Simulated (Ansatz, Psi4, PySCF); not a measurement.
IRb, charge +1, doublet, at a GFN2-xTB geometry (such geometries of metal compounds can be far from the true shape) (a state made from the parent by changing its charge; the spin is typed, not shown lowest) (core potentials on I, Rb). Base run: B97M-V/def2-SVP run with PySCF.

The PySCF input:
```python
from pyscf import gto, scf, dft

mol = gto.M(
    atom='''
Rb   -0.00000000   -0.00000000   -2.21612860
I     0.00000000    0.00000000    1.54710864
''',
    basis='def2-svp',
    ecp={'I': 'def2-svp', 'Rb': 'def2-svp'},
    charge=1,
    spin=1,
    verbose=3,
)

mf = dft.UKS(mol)
mf.xc = 'b97m_v'
mf.kernel()
```

The same geometry, method and basis name were run in Ansatz (a quantum-chemistry and plane-wave program) and Psi4 and PySCF, at each program's defaults and at the settings that a row names. The base is PySCF at its defaults. Differences at the defaults can come from grids, fitting, cores and function types together.

| code and settings | ΔE vs base (µEh) | basis functions | E (Eh) | SCF cycles |
|---|---|---|---|---|
| PySCF, defaults (exact integrals, its default grid, spherical functions) | 0.0 | 50 | -321.61428 | 11 |
| Psi4, defaults (density fitting with its default set, its default grid, spherical functions) | -1381 | 50 | -321.61566 | 7 |
| Ansatz, defaults (factorised integrals, its default grid, spherical functions) | 55.9 | 50 | -321.61423 | - |
| PySCF, density fitting with def2-universal-jkfit | -15.7 | 50 | -321.61430 | 13 |
| PySCF, fine grid | 73.4 | 50 | -321.61421 | 11 |
| Psi4, exact integrals, spherical functions, fine grid | 305 | 50 | -321.61398 | 9 |
| Ansatz, high accuracy | 55.5 | 50 | -321.61423 | - |

Open shells are given as the SCF converged; they aren't shown to be the lowest states, and a large step between rows can be another state.
